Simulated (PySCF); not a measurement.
## Static response to an electric field

Compound: C3H11BBrN.
Structure used (PBE0-D3(BJ)/def2-SVP), in Å, numbered top down from 1:
```
atom  x, y, z in Å
C1    -0.234    0.467    2.231
N2    -0.308    1.559    1.242
C3    -1.392    1.280    0.280
C4     0.980    1.664    0.528
B5    -0.616    2.922    2.090
Br6   -0.733    4.484    0.805
H7    -0.025   -0.489    1.727
H8     0.562    0.693    2.951
H9    -1.189    0.406    2.767
H10   -1.469    2.125   -0.416
H11   -1.183    0.347   -0.266
H12   -2.337    1.191    0.829
H13    1.774    1.858    1.258
H14    0.928    2.511   -0.167
H15    1.187    0.729   -0.016
H16   -1.690    2.746    2.632
H17    0.328    3.071    2.842
```

Level: CAM-B3LYP/def2-SVPD (PySCF), static field, nuclei fixed, core orbitals frozen in the response. The polarisability tensor in these axes (au):

```
x   77.58 -2.23  0.46
y   -2.23 94.08 -4.63
z    0.46 -4.63 80.03
```

What are the eigenvalues, a third of the trace, and Δα (Δα² = ½Σ(αi − αj)² over the three pairs)?

Principal values 77.27, 78.66 and 95.75 au; mean 83.89 au = 12.43 Å³ = 13.83 × 10⁻⁴⁰ C²·m²/J; Δα = 17.83 au (21 % of the mean).

What is the dipole moment, and where does it point?

(1.11, -6.21, -1.03) D, 6.39 D in size, pointing from the negative to the positive side. Measured along this direction, the outermost atoms are Br6 at the negative end and H7 at the positive end.

Refractivity n − 1 of an ideal gas of it at 500 K and 1 atm, from the electronic α?

N = p/kT = 1.4678 × 10¹⁹ cm⁻³, so n − 1 = 2π × N × 12.43 × 10⁻²⁴ cm³ = 1147 × 10⁻⁶ at long wavelengths.

In TDDFT the mean static polarisability is Σ f/ω² over all singlet excitations (ω in hartree). How much of it do the 10 lowest give? Their energies (eV) and oscillator strengths: 6.62, 0.0172; 6.86, 0.0187; 7.04, 0.0481; 7.32, 0.0255; 7.54, 0.0258; 7.56, 0.0003; 7.86, 0.0029; 7.92, 0.0029; 8.00, 0.0388; 8.08, 0.0002.

They add up to 2.52 au, 3.0 % of the 83.89 au; the largest single term is 0.72 au, from the state at 7.04 eV. Terms in order: 0.29, 0.29, 0.72, 0.35, 0.34, 0.00, 0.04, 0.03, 0.45, 0.00 au. Higher excitations give the rest. The strengths listed sum to 0.181.

Find the Langevin capture rate constant for NH4+ (18.034 u) meeting this molecule (151.017 u), k = 2.342 × 10⁻⁹ cm³/s × √(α in Å³ / reduced mass in u).

The reduced mass is 16.11 u, so k = 2.06 × 10⁻⁹ cm³/s. The formula leaves out the permanent dipole, which adds to the capture rate.

Give the eigenvalues of the traceless quadrupole moment Θ = ½Σq(3rr − r²1), origin at the centre of nuclear charge.

-3.45, 0.37, 3.08 D·Å. The values depend on the origin, since the dipole doesn't vanish. The electronic extent ⟨r²⟩ about the same centre is 1115 bohr², a root-mean-square distance of 2.03 Å for the 76 electrons.

How large is μ²/3kT at 273 K beside α?

In Gaussian units μ²/3kT = 361.34 Å³ against 12.43 Å³, a ratio of 29.07; the Debye molar polarisation (4π/3)N_A(α + μ²/3kT) is 942.9 cm³/mol, leaving out the vibrational part.

Geometry: PBE0-D3(BJ)/def2-SVP; no solvent, vibrations or thermal averaging. The calculation is non-relativistic, for bromine too.
